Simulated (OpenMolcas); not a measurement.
# Ir4+: ligand-field states by method

Ir4+ with 6 ligands (fluoride) in tetragonal octahedral coordination (D4h) at 1.94 Å, the axial distance 2.212 Å. A charge of +0.333 e stands 2.6 Å behind each ligand. Ligand basis ANO-RCC-VDZP.
```
Ir    0.0000    0.0000    0.0000
F     1.9400    0.0000    0.0000
F     0.0000    1.9400    0.0000
F    -1.9400    0.0000    0.0000
F     0.0000   -1.9400    0.0000
F     0.0000    0.0000    2.2116
F     0.0000    0.0000   -2.2116
```

| Property | Result |
| --- | --- |
| Program | OpenMolcas 26.06 |
| Basis | ANO-RCC-VTZP [8s7p5d3f1g] |
| Scalar Hamiltonian | DKH2, point nucleus |
| Active space | 5 electrons in 5 orbitals (5d) |
| State averaging | 2S+1 = 6 even, 1 root; 2S+1 = 4 even, 24 roots; 2S+1 = 2 even, 75 roots |
| Spin-orbit coupling | state interaction with AMFI integrals over the reference wave functions |

I. CASSCF
II. SS-CASPT2, IPEA 0.25 Eh, imaginary shift 0.1 Eh (closed shells correlated: 5s 5p and the ligand valence shells)

Spin-free states (labels of D4, the rotations of D4h) in cm-1, each column counted from its own energy of the first state listed:

| State | Degeneracy | I | II |
| --- | --- | --- | --- |
| 2S+1 = 2 | 1 | 0 | 0 |
| 2E | 2 | 3321 | 3770 |
| 2S+1 = 4 | 1 | 7059 | 12920 |
| 4E | 2 | 8615 | 12670 |
| 2S+1 = 6 | 1 | 15583 | 29490 |
| 2S+1 = 2 | 1 | 18483 | 20300 |
| 2E | 2 | 20384 | 20460 |
| 2S+1 = 2 | 1 | 20558 | 22240 |
| 2S+1 = 2 | 1 | 20774 | 21770 |
| 2E | 2 | 22383 | 22080 |
| 2S+1 = 2 | 1 | 23319 | 21850 |
| 4E | 2 | 23472 | 27410 |
| 2S+1 = 4 | 1 | 29020 | 34530 |
| 2S+1 = 4 | 1 | 30214 | 33800 |
| 2S+1 = 2 | 1 | 31599 | 32850 |
| 2S+1 = 2 | 1 | 32921 | 31100 |
| 2E | 2 | 34230 | 33850 |
| 2S+1 = 4 | 1 | 36375 | 42530 |
| 2S+1 = 4 | 1 | 37823 | 43240 |
| 2E | 2 | 38197 | 37260 |

From I to II, I's first state of the same spin (2E) moves from 3321 to 3770 cm-1, by about +450 cm-1.

From I to II, I's first state of another spin (2S+1 = 4) moves from 7059 to 12920 cm-1, by about +5900 cm-1. In II another state of that kind comes below it.

χT at 300 K: I 0.51, II 0.50 cm3 K/mol.

The states above are spin-free; spin-orbit coupling is strong here and shifts and splits them by thousands of cm-1.

Over all roots computed the reference weight is 0.67 to 0.69 in II; a low but even weight reflects the number of correlated electrons. The least metal-like active orbital is 72 % on the metal (Löwdin) and no ligand orbital is active, so the numbers are rough. Ligand-to-metal charge-transfer states are missing. With no ligand orbital active B as a rule stays too high, so bands that hang on it stand too high and its fall with covalency is understated. Spin-orbit coupling mixes the spin-free states strongly: the lowest level takes only 40 % from its leading state, 2S+1 = 2 (figures for I; the like holds for II). Without dynamic correlation the repulsion within the d shell is too large (B by tens of per cent), so at a given field states of lower spin stand too high (holds for I). With metal d orbitals alone the field can be off either way by tens of per cent (holds for I). With one d shell and no ligand orbital active, 10Dq can be off by a tenth or more (holds for II). No measured value stands beside these numbers; the geometry was imposed, not optimised, and the real ion may take another.

A state without a sure symmetry label is named by its multiplicity alone.
